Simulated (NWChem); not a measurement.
Everything below was run with NWChem. System: HTe, charge 0, spin multiplicity 2, at a geometry optimised with UPBE0/def2-SVP with def2 effective core potentials on Te. The structure started from a generated list of species. Its SCF solution wasn't tested for a lower state. Level: UHF/def2-TZVP with def2 effective core potentials on Te.

The NWChem input:

```
start mol
memory heap 200 mb stack 900 mb global 1100 mb
geometry units angstroms nocenter noautoz
  Te     0.000000     0.000000     0.031451
  H      0.000000     0.000000    -1.635459
  symmetry group C2v
end
basis spherical
  * library def2-tzvp
end
ecp
  Te library def2-ecp
end
scf
  uhf
  nopen 1
  maxiter 100
  thresh 1e-7
  semidirect memsize 60000000 filesize 0
  # guess.movecs holds the orbitals of an unrestricted PBE0 run
  vectors input guess.movecs output mol.movecs
end
task scf energy
```

Output (cleaned and shortened):

```
             Northwest Computational Chemistry Package (NWChem) 7.3.0
             --------------------------------------------------------

                                NWChem Input Module
                                -------------------

 Scaling coordinates for geometry "geometry" by  1.889725989
 (inverse scale =  0.529177249)

 Turning off AUTOSYM since
 SYMMETRY directive was detected!

                             Geometry "geometry" -> ""
                             -------------------------

 Output coordinates in angstroms (scale by  1.889725989 to convert to a.u.)

  No.       Tag          Charge          X              Y              Z
 ---- ---------------- ---------- -------------- -------------- --------------
    1 Te                  52.0000     0.00000000     0.00000000     0.03145100
    2 H                    1.0000     0.00000000     0.00000000    -1.63545900

 Effective nuclear repulsion energy (a.u.)      16.5079200125

            Nuclear Dipole moment (a.u.)
            ----------------------------
        X                 Y               Z
 ---------------- ---------------- ----------------
     0.0000000000     0.0000000000    -0.0000132281

      Symmetry information
      --------------------

 Group name             C2v
 Group number             16
 Group order               4
 No. of unique centers     2

      Symmetry unique atoms

     1    2


 Summary of "ao basis" -> "" (spherical)
 ------------------------------------------------------------------------------
       Tag                 Description            Shells   Functions and Types
 ---------------- ------------------------------  ------  ---------------------
 *                         def2-tzvp                  on all atoms

 Summary of "ao basis" -> "ao basis" (spherical)
 ------------------------------------------------------------------------------
       Tag                 Description            Shells   Functions and Types
 ---------------- ------------------------------  ------  ---------------------
 Te                        def2-tzvp                16       50   6s5p3d2f
 H                         def2-tzvp                 4        6   3s1p

                                 NWChem SCF Module
                                 -----------------

  ao basis        = "ao basis"
  functions       =    56
  atoms           =     2
  alpha electrons =    13
  beta  electrons =    12
  charge          =   0.00
  wavefunction    = UHF
  use symmetry    = T
  symmetry adapt  = T

 Summary of "ao basis" -> "ao basis" (spherical)
 ------------------------------------------------------------------------------
       Tag                 Description            Shells   Functions and Types
 ---------------- ------------------------------  ------  ---------------------
 Te                        def2-tzvp                16       50   6s5p3d2f
 H                         def2-tzvp                 4        6   3s1p

      Symmetry analysis of basis
      --------------------------

        a1         25
        a2          5
        b1         13
        b2         13

 Forming initial guess at       0.0s

   Symmetry analysis of molecular orbitals - initial alpha
   -------------------------------------------------------

  Numbering of irreducible representations:

     1 a1          2 a2          3 b1          4 b2

  Orbital symmetries:

     1 a1          2 b2          3 a1          4 b1          5 a1
     6 b2          7 a2          8 b1          9 a1         10 a1
    11 a1         12 b2         13 b1         14 a1         15 a1
    16 b2         17 b1         18 a1         19 b2         20 a2
    21 b1         22 a1         23 a1

   Symmetry analysis of molecular orbitals - initial beta
   ------------------------------------------------------

  Numbering of irreducible representations:

     1 a1          2 a2          3 b1          4 b2

  Orbital symmetries:

     1 a1          2 a1          3 b2          4 b1          5 a1
     6 b2          7 a2          8 b1          9 a1         10 a1
    11 a1         12 b1         13 b2         14 a1         15 a1
    16 b1         17 b2         18 a1         19 b1         20 b2
    21 a2         22 a1         23 a1

 Starting SCF solution at       0.1s

 ----------------------------------------------
         Quadratically convergent UHF

 Convergence threshold     :          1.000E-07
 Maximum no. of iterations :          100
 Integral*density screening:          1.000E-09
 ----------------------------------------------

              iter       energy          gnorm     gmax       time
             ----- ------------------- --------- --------- --------
                 1     -267.5672507038  2.66D-01  6.98D-02      0.3
                 2     -267.5741563306  9.75D-03  2.29D-03      0.4
                 3     -267.5741840391  5.43D-05  1.78D-05      0.4
                 4     -267.5741840407  5.44D-09  1.55D-09      0.5

       Final UHF  results
       ------------------

         Total SCF energy =   -267.574184040677
      One electron energy =   -482.518676380412
      Two electron energy =    207.325452333980
 Nuclear repulsion energy =      7.619040005755

                       Sz =      0.5000
                 Sz(Sz+1) =      0.7500
                      S^2 =      0.7625

        Time for solution =      0.4s

       Symmetry analysis of molecular orbitals - alpha
       -----------------------------------------------

  Numbering of irreducible representations:

     1 a1          2 a2          3 b1          4 b2

  Orbital symmetries:

     1 a1          2 b2          3 a1          4 b1          5 a1
[...]
       ----------------------------------------------

  Numbering of irreducible representations:

     1 a1          2 a2          3 b1          4 b2

  Orbital symmetries:

     1 a1          2 a1          3 b2          4 b1          5 a1
     6 b2          7 b1          8 a2          9 a1         10 a1
    11 a1         12 b1         13 b2         14 a1         15 a1
    16 b1         17 b2         18 a1         19 b1         20 b2
    21 a2         22 a1         23 a1

          Final alpha eigenvalues
          -----------------------

              1
    1   -7.1298
    2   -5.1056
    3   -5.0949
    4   -5.0865
    5   -1.9608
    6   -1.9586
    7   -1.9493
    8   -1.9429
    9   -1.9423
   10   -0.8317
   11   -0.4773
   12   -0.3899
   13   -0.3350
   14    0.0957
   15    0.2177
   16    0.2195
   17    0.2404
   18    0.2937
   19    0.3064
   20    0.3235
   21    0.3314
   22    0.3338
   23    0.5287

          Final beta eigenvalues
          ----------------------

              1
    1   -7.1237
    2   -5.0944
    3   -5.0885
    4   -5.0860
    5   -1.9531
    6   -1.9508
    7   -1.9426
    8   -1.9417
    9   -1.9398
   10   -0.7595
   11   -0.4656
   12   -0.3176
   13   -0.0162
   14    0.1061
   15    0.2213
   16    0.2441
   17    0.2619
   18    0.3147
   19    0.3376
   20    0.3576
   21    0.3739
   22    0.3762
   23    0.5413

                    UHF Final Alpha Molecular Orbital Analysis
                    ------------------------------------------

 Vector   11  Occ=1.000000D+00  E=-4.772980D-01  Symmetry=a1
              MO Center=  2.9D-16,  1.6D-15, -4.6D-01, r^2= 2.3D+00
   Bfn.  Coefficient  Atom+Function         Bfn.  Coefficient  Atom+Function
  ----- ------------  ---------------      ----- ------------  ---------------
    18      0.379219  1 Te pz                12     -0.329120  1 Te pz
    52     -0.268887  2 H  s                 15      0.256524  1 Te pz
     6      0.247310  1 Te s                  5      0.239937  1 Te s
     2      0.194989  1 Te s                  3     -0.161440  1 Te s

 Vector   12  Occ=1.000000D+00  E=-3.899166D-01  Symmetry=b2
              MO Center=  5.7D-16,  4.0D-13,  1.4D-02, r^2= 2.2D+00
   Bfn.  Coefficient  Atom+Function         Bfn.  Coefficient  Atom+Function
  ----- ------------  ---------------      ----- ------------  ---------------
    17      0.601024  1 Te py                11     -0.436650  1 Te py
    14      0.346463  1 Te py                20      0.232253  1 Te py

 Vector   13  Occ=1.000000D+00  E=-3.350210D-01  Symmetry=b1
              MO Center= -2.5D-15, -3.9D-13,  6.5D-03, r^2= 2.4D+00
   Bfn.  Coefficient  Atom+Function         Bfn.  Coefficient  Atom+Function
  ----- ------------  ---------------      ----- ------------  ---------------
    16      0.559027  1 Te px                10     -0.425898  1 Te px
    13      0.342104  1 Te px                19      0.285025  1 Te px

 Vector   14  Occ=0.000000D+00  E= 9.566429D-02  Symmetry=a1
              MO Center=  2.0D-14, -2.5D-14,  4.7D-02, r^2= 5.2D+00
   Bfn.  Coefficient  Atom+Function         Bfn.  Coefficient  Atom+Function
  ----- ------------  ---------------      ----- ------------  ---------------
    53      1.519694  2 H  s                 21      1.147320  1 Te pz
     6     -0.877553  1 Te s                 18      0.245749  1 Te pz
    12     -0.192648  1 Te pz                 2     -0.171882  1 Te s
    15      0.165668  1 Te pz                 3      0.151179  1 Te s

 Vector   15  Occ=0.000000D+00  E= 2.176608D-01  Symmetry=a1
              MO Center= -3.1D-14,  4.0D-14, -5.7D-01, r^2= 7.0D+00
   Bfn.  Coefficient  Atom+Function         Bfn.  Coefficient  Atom+Function
  ----- ------------  ---------------      ----- ------------  ---------------
    21     -1.341803  1 Te pz                18      1.315490  1 Te pz
    53      0.429968  2 H  s                 12     -0.205179  1 Te pz
    52     -0.165588  2 H  s

 Vector   16  Occ=0.000000D+00  E= 2.194794D-01  Symmetry=b2
              MO Center=  8.0D-16,  4.2D-13,  2.2D-02, r^2= 7.5D+00
   Bfn.  Coefficient  Atom+Function         Bfn.  Coefficient  Atom+Function
  ----- ------------  ---------------      ----- ------------  ---------------
    20      1.599816  1 Te py                17     -1.363918  1 Te py
    11      0.213705  1 Te py

                     UHF Final Beta Molecular Orbital Analysis
                     -----------------------------------------

 Vector   10  Occ=1.000000D+00  E=-7.594694D-01  Symmetry=a1
              MO Center=  1.2D-16,  1.8D-16, -3.7D-01, r^2= 1.5D+00
   Bfn.  Coefficient  Atom+Function         Bfn.  Coefficient  Atom+Function
  ----- ------------  ---------------      ----- ------------  ---------------
     5      0.690592  1 Te s                  2      0.572619  1 Te s
     3     -0.457051  1 Te s                  6      0.421708  1 Te s
     4     -0.382734  1 Te s                  1     -0.341764  1 Te s
    52      0.159248  2 H  s

 Vector   11  Occ=1.000000D+00  E=-4.656040D-01  Symmetry=a1
              MO Center=  3.7D-16,  2.3D-16, -3.5D-01, r^2= 2.3D+00
   Bfn.  Coefficient  Atom+Function         Bfn.  Coefficient  Atom+Function
  ----- ------------  ---------------      ----- ------------  ---------------
    18      0.350015  1 Te pz                12     -0.319223  1 Te pz
     5      0.297304  1 Te s                  6      0.296745  1 Te s
    52     -0.284524  2 H  s                 15      0.253351  1 Te pz
     2      0.248245  1 Te s                  3     -0.207118  1 Te s
     4     -0.154785  1 Te s                 53     -0.152006  2 H  s

 Vector   12  Occ=1.000000D+00  E=-3.175957D-01  Symmetry=b1
              MO Center= -1.8D-15, -4.0D-16,  1.9D-02, r^2= 2.4D+00
   Bfn.  Coefficient  Atom+Function         Bfn.  Coefficient  Atom+Function
  ----- ------------  ---------------      ----- ------------  ---------------
    16      0.541965  1 Te px                10     -0.421889  1 Te px
    13      0.341196  1 Te px                19      0.305728  1 Te px

 Vector   13  Occ=0.000000D+00  E=-1.617884D-02  Symmetry=b2
              MO Center= -4.8D-16, -1.3D-14,  1.2D-02, r^2= 3.3D+00
   Bfn.  Coefficient  Atom+Function         Bfn.  Coefficient  Atom+Function
  ----- ------------  ---------------      ----- ------------  ---------------
    20      0.583822  1 Te py                11     -0.351020  1 Te py
    17      0.321290  1 Te py                14      0.283756  1 Te py

 Vector   14  Occ=0.000000D+00  E= 1.060779D-01  Symmetry=a1
              MO Center=  1.0D-14,  4.1D-16,  8.8D-02, r^2= 5.3D+00
   Bfn.  Coefficient  Atom+Function         Bfn.  Coefficient  Atom+Function
  ----- ------------  ---------------      ----- ------------  ---------------
    53      1.581371  2 H  s                 21      1.212183  1 Te pz
     6     -0.922974  1 Te s                 18      0.217999  1 Te pz
     2     -0.202912  1 Te s                 12     -0.189288  1 Te pz
     3      0.178674  1 Te s                 15      0.167286  1 Te pz

 Vector   15  Occ=0.000000D+00  E= 2.212601D-01  Symmetry=a1
              MO Center=  1.6D-15, -5.0D-15, -5.9D-01, r^2= 7.0D+00
   Bfn.  Coefficient  Atom+Function         Bfn.  Coefficient  Atom+Function
  ----- ------------  ---------------      ----- ------------  ---------------
    18      1.329817  1 Te pz                21     -1.336067  1 Te pz
    53      0.446671  2 H  s                 12     -0.207528  1 Te pz
    52     -0.175476  2 H  s

 center of mass
 --------------
 x =   0.00000000 y =   0.00000000 z =   0.03518397

 moments of inertia (a.u.)
 ------------------
           9.923178852334           0.000000000000           0.000000000000
           0.000000000000           9.923178852334           0.000000000000
           0.000000000000           0.000000000000           0.000000000000

  Mulliken analysis of the total density
  --------------------------------------

    Atom       Charge   Shell Charges
 -----------   ------   -------------------------------------------------------
    1 Te  24    24.05   0.28 -0.84  1.56  1.00  1.07  0.85 -0.51  6.47  1.06  2.23  0.81  9.09  0.90  0.07  0.01  0.00
    2 H    1     0.95   0.21  0.54  0.18  0.02

  Mulliken analysis of the alpha density
  --------------------------------------

    Atom       Charge   Shell Charges
 -----------   ------   -------------------------------------------------------
    1 Te  24    12.55   0.14 -0.42  0.78  0.50  0.54  0.43 -0.26  3.24  0.65  1.42  0.49  4.53  0.46  0.04  0.00  0.00
    2 H    1     0.45   0.10  0.25  0.09  0.01

   Mulliken analysis of the beta density
   -------------------------------------

    Atom       Charge   Shell Charges
 -----------   ------   -------------------------------------------------------
    1 Te  24    11.50   0.14 -0.42  0.78  0.50  0.54  0.42 -0.25  3.22  0.41  0.81  0.32  4.55  0.44  0.03  0.01  0.00
    2 H    1     0.50   0.11  0.28  0.10  0.01

   Mulliken analysis of the spin density
   -------------------------------------

    Atom       Charge   Shell Charges
 -----------   ------   -------------------------------------------------------
    1 Te  24     1.05  -0.00  0.00 -0.00 -0.00  0.00  0.02 -0.01  0.02  0.24  0.61  0.17 -0.02  0.02  0.01 -0.00 -0.00
    2 H    1    -0.05  -0.01 -0.03 -0.01  0.00

       Multipole analysis of the density wrt the origin
       ------------------------------------------------

     L   x y z        total         alpha         beta         nuclear
     -   - - -        -----         -----         ----         -------
     0   0 0 0     -0.000000    -13.000000    -12.000000     25.000000

     1   1 0 0      0.000000     -0.000000      0.000000      0.000000
     1   0 1 0     -0.000000     -0.000000      0.000000      0.000000
     1   0 0 1     -0.078175      0.786430      0.799554     -1.664159

     2   2 0 0    -22.950004    -12.103605    -10.846399      0.000000
     2   1 1 0      0.000000      0.000000      0.000000      0.000000
     2   1 0 1     -0.000000     -0.000000     -0.000000      0.000000
     2   0 2 0    -19.526274    -12.416538     -7.109736      0.000000
     2   0 1 1     -0.000000     -0.000000      0.000000      0.000000
     2   0 0 2    -19.205060    -14.950926    -13.890530      9.636396

 Task  times  cpu:        0.5s     wall:        0.5s

 Total times  cpu:        0.5s     wall:        0.5s
```
